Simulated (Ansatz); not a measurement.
Cost and result for the atomization energy of `[F][InH][CH]([SiH3])Cl` (10 atoms, 9 bonds).

```xyz
10

F    -0.873   -1.493   -1.951
In   -1.261   -1.457   -0.025
C    -0.052    0.109    0.828
Si    0.832    1.189   -0.429
Cl    1.160   -0.810    1.807
H    -2.323   -2.678    0.487
H    -0.628    0.707    1.535
H    -0.210    1.919   -1.199
H     1.651    0.347   -1.330
H     1.703    2.166    0.277
```

Charge 0, multiplicity 1. Correlated methods include outer-core shells of In, which these sets cover unevenly. In: def2 effective core potential. All single points use the PBE0-D4/def2-TZVP geometry. It is one conformer, not always the lowest. Program: Ansatz. All runs use 4 threads of an Intel Xeon Platinum 8488C on a shared host. Times are those of one run each, without the atoms' runs, and a repeat can differ threefold. Electronic energies, without spin–orbit coupling; frozen cores. CCSD(T)/CBS adds CCSD(T) − MP2 in def2-TZVPP to the MP2 limit, and its time is that of the two runs behind it. T1 = 0.015. With those shells the extrapolation isn't a true limit. B3LYP takes the VWN-RPA correlation (the form of Gaussian; ORCA's B3LYP/G). HSE06 is the plane-wave form, built on full-range PBE exchange.

CCSD(T)/CBS is a level of theory with its own doubt, some kJ/mol a heavy atom from the limit and from the frozen cores, so smaller differences don't rank the functionals.

```csv
level,functions,wall time
LDA (SPW92)/def2-TZVPP,266,1.2 s
revPBE-D4/def2-TZVPP,266,1.9 s
BLYP-D4/def2-TZVPP,266,1.9 s
HSE06-D4/def2-TZVPP,266,3.4 s
r2SCANh-D4/def2-TZVPP,266,4.5 s
B3LYP-D4/def2-TZVPP (with forces),266,4.8 s
PBE-QIDH/def2-TZVPP,266,6 s
CCSD(T)/def2-SVP,115,6 s
B97M-V/def2-TZVPP,266,6.5 s
ωB97M-V/def2-TZVPP (with forces),266,9.5 s
MP2/def2-QZVPP,486,19 s
CCSD(T)/def2-TZVPP,266,3 min
CCSD(T)/CBS(def2),–,3.3 min
```

Task: What atomization energy does each give, and how far from CCSD(T)/CBS? (An estimate is asked.)

Result: The calculation gave: 
```csv
level,atomization (kcal/mol),difference from CCSD(T)/CBS,per bond
LDA (SPW92)/def2-TZVPP,807.3,95.5,10.6
revPBE-D4/def2-TZVPP,694.7,-17.1,-1.9
BLYP-D4/def2-TZVPP,697.1,-14.7,-1.6
HSE06-D4/def2-TZVPP,701.5,-10.3,-1.1
r2SCANh-D4/def2-TZVPP,703.7,-8.1,-0.9
B3LYP-D4/def2-TZVPP (with forces),699.7,-12.1,-1.3
PBE-QIDH/def2-TZVPP,699.8,-12.0,-1.3
CCSD(T)/def2-SVP,658.0,-53.8,-6.0
B97M-V/def2-TZVPP,710.6,-1.2,-0.1
ωB97M-V/def2-TZVPP (with forces),709.3,-2.5,-0.3
MP2/def2-QZVPP,711.6,-0.2,0.0
CCSD(T)/def2-TZVPP,689.6,-22.2,-2.5
CCSD(T)/CBS(def2),711.8,0.0,0.0
```

From r2SCAN to r2SCAN0 (25 % exact exchange), in def2-TZVPP and without D4, the atomization energy moves by −12.5 kcal/mol: exact exchange takes away binding that semilocal exchange gives to molecules. In def2-TZVPP, CCSD(T) changes the Hartree–Fock value by +181.6 kcal/mol (the triples alone add +11.9 kcal/mol) and MP2 by +190.2 kcal/mol; breaking electron pairs costs correlation energy, which Hartree–Fock lacks. At CCSD(T), def2-SVP lies −53.8 kcal/mol from the extrapolated value and def2-TZVPP −22.2 kcal/mol: correlation converges slowly with the basis, and small sets miss more of it in the bonded molecule than in its fragments.

Spin–orbit coupling would lower the free In atoms strongly, and the atomization energy with them, by more than many differences here.
